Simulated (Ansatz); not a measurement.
```yaml
crystal:
  periodic: [false, false, false]
  atoms:
    - {symbol: F, position_ang: [-1.766538, 1.012311, 0.457175]}
    - {symbol: C, position_ang: [-0.437963, 1.353791, 0.520368]}
    - {symbol: S, position_ang: [0.827093, -1.034281, -0.448220]}
    - {symbol: Si, position_ang: [0.527093, -1.334281, -0.448220]}
    - {symbol: H, position_ang: [-0.107530, 1.620168, -0.485583]}
    - {symbol: H, position_ang: [-0.329239, 2.205773, 1.194222]}
    - {symbol: H, position_ang: [1.594383, -2.327644, -0.179056]}
    - {symbol: H, position_ang: [-0.781211, -2.022527, -0.566913]}
    - {symbol: H, position_ang: [0.802954, -0.588156, -1.704337]}
basis:
  gaussian: {orbitals: cc-pVDZ}
hamiltonian: {xc: {name: B2PLYP}, pseudopotentials: {relativity: scalar}}
output: {forces: true}
```

```sh
$ ansatz run in.yaml --threads 2 --pin off --events-out ev --progress --plain --max-ram 4352MiB
```

Shortened log:

```
Functional definition: B2PLYP
860 factors; integrals over basis functions are off by at most 1.1e-3 eV
mean field evaluation 1: about -21485.6973 eV, gradient 6.8e1 eV
mean field evaluation 2: about -21487.0935 eV, gradient 6.7e1 eV
mean field evaluation 4: about -21496.1893 eV, gradient 3.1e1 eV
mean field evaluation 8: about -21501.2212 eV, gradient 2.6e0 eV
mean field evaluation 16: about -21501.3100 eV, gradient 3.1e-2 eV
a density is far from that of the atoms, so the factors are made again for it
979 factors; integrals over basis functions are off by at most 9.2e-4 eV
mean field -21501.31012502 eV, -790.1585729830 hartree, gradient 3.2e-6 eV, S^2 0.000000; 3 other end points of the search recorded, 0 dependent functions left out; unrestricted orbitals would lower it
12 core orbitals not correlated: weight in the atoms' cores, before any rotation towards them, 0.530 or more for the frozen orbitals, at most 0.444 for the correlated occupied ones
reference -21501.31027230 eV, -790.1585783956 hartree; 13, 13 occupied and 64, 64 virtual orbitals, 979 factors
second order -20.81416429 eV of doubles, -0.00000000 eV of singles
Total energy: -21506.93009666 eV, -790.3651031316 hartree
Relativity: scalar
Atom 0 at    -1.766538     1.012311     0.457175 Å, force     0.215698    -0.449248     0.238534 eV/Å
Atom 1 at    -0.437963     1.353791     0.520368 Å, force    -0.833470     0.522864    -1.228268 eV/Å
Atom 2 at     0.827093    -1.034281    -0.448220 Å, force  5043.857166  5059.024250    -5.183064 eV/Å
Atom 3 at     0.527093    -1.334281    -0.448220 Å, force -5047.053948 -5056.380026     9.572652 eV/Å
Atom 4 at    -0.107530     1.620168    -0.485583 Å, force     0.437592    -0.299405    -0.488271 eV/Å
Atom 5 at    -0.329239     2.205773     1.194222 Å, force     0.426081    -0.227275     0.804099 eV/Å
Atom 6 at     1.594383    -2.327644    -0.179056 Å, force     1.604615    -7.758065     2.429982 eV/Å
Atom 7 at    -0.781211    -2.022527    -0.566913 Å, force     0.435983    -0.717044     0.185940 eV/Å
Atom 8 at     0.802954    -0.588156    -1.704337 Å, force     0.910283     6.283950    -6.331603 eV/Å
Dipole moment:    -0.244309     0.301779    -0.083676 e Å
```

In this input one atom was put on top of another. The run converged. The result belongs to that input, not to the molecule as meant.
